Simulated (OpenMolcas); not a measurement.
What doublet [GeN2H4]+ costs in OpenMolcas

[GeN2H4]+: 7 atoms, total charge +1, spin state doublet. As SMILES of the parent species, `[NH2][Ge][NH2]`. The coordinates come from a PBE0-D4/def2-TZVP relaxation. This is one conformer, not always the lowest. That shape belongs to the parent species and isn't relaxed for this state.

```tsv
atom	x (Å)	y (Å)	z (Å)
N	-1.1797	0.0921	-0.6839
Ge	-0.0697	-1.2376	-0.1025
N	1.1947	-0.1650	0.6650
H	-2.0299	-0.1240	-1.1764
H	-1.0478	1.0847	-0.5666
H	1.1916	0.8425	0.7022
H	2.0020	-0.5607	1.1165
```

Program: OpenMolcas 26.06. Hardware: 1 thread of Intel Xeon 6975P-C (Granite Rapids), shared host, so times are rough. Two-electron integrals are exact unless an approximation is named.

Q: Estimate their order by wall time, quickest first.
A. energy at UB3LYP/def2-SVPD, grid UltraFine
B. energy at UHF/def2-SVPD
C. energy at UHF/3-21G

A: C (1.6 s), B (17 s), A (64 s).
